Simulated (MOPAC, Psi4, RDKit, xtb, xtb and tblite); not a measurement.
Two geometries of SMILES CC(C)c1ccc(O)cc1, relaxed at GFN2-xTB with one dihedral held; other torsions can differ between them too.

Structure A

```
22

C     -2.2296    -0.9568    -0.9863
C     -1.5612     0.3660    -0.6063
C     -2.1772     0.9353     0.6739
C     -0.0696     0.1957    -0.4506
C      0.4631    -0.6818     0.4846
C      1.8299    -0.8325     0.6254
C      2.6993    -0.1016    -0.1740
O      4.0532    -0.2178    -0.0701
C      2.1795     0.7802    -1.1142
C      0.8119     0.9203    -1.2437
H     -1.7825    -1.3598    -1.8925
H     -2.1160    -1.6906    -0.1924
H     -3.2923    -0.8046    -1.1622
H     -1.7382     1.0819    -1.4167
H     -2.0487     0.2447     1.5037
H     -3.2418     1.1110     0.5349
H     -1.7013     1.8779     0.9358
H     -0.1915    -1.2607     1.1189
H      2.2268    -1.5216     1.3603
H      4.2719    -0.8589     0.6168
H      2.8610     1.3440    -1.7312
H      0.4220     1.6096    -1.9791
```

Structure B

```
22

C     -2.2801    -0.9723    -0.8796
C     -1.5339     0.3359    -0.5949
C     -2.1621     1.0189     0.6197
C     -0.0409     0.1082    -0.4482
C      0.6221    -0.7832    -1.2853
C      1.9805    -1.0124    -1.1712
C      2.7225    -0.3516    -0.2022
O      4.0624    -0.5483    -0.0482
C      2.0781     0.5451     0.6399
C      0.7200     0.7646     0.5143
H     -2.0110    -1.3901    -1.8448
H     -2.0581    -1.7076    -0.1089
H     -3.3531    -0.7928    -0.8850
H     -1.6791     0.9968    -1.4616
H     -1.9698     0.4447     1.5234
H     -3.2392     1.0909     0.4829
H     -1.7784     2.0273     0.7511
H      0.0835    -1.3061    -2.0598
H      2.4678    -1.7116    -1.8392
H      4.3717    -1.1913    -0.6973
H      2.6561     1.0608     1.3904
H      0.2601     1.4676     1.1891
```

Q: Which is lower in energy at the level PBE0-D3(BJ)/def2-SVP // GFN2-xTB in Psi4, and by how much?

A: A is lower, by 1.82 kcal/mol (dihedral C1–C2–C4–C5: -60° in A, 40° in B).

E(B) − E(A) in kcal/mol at the other levels, on the same two geometries: GFN2-xTB (xtb and tblite) 2.63; MMFF94 // GFN2-xTB (RDKit) 3.24; PBE0/def2-SVP // GFN2-xTB (Psi4) 1.82; PBE/def2-SVP // GFN2-xTB (Psi4) 1.72; PBE-D3(BJ)/def2-SVP // GFN2-xTB (Psi4) 1.69; UFF // GFN2-xTB (RDKit) 6.93; PM3, restricted, heats of formation // GFN2-xTB (MOPAC) 2.39; PM7, restricted, heats of formation // GFN2-xTB (MOPAC) 2.13; GFN1-xTB // GFN2-xTB (xtb) 2.39.
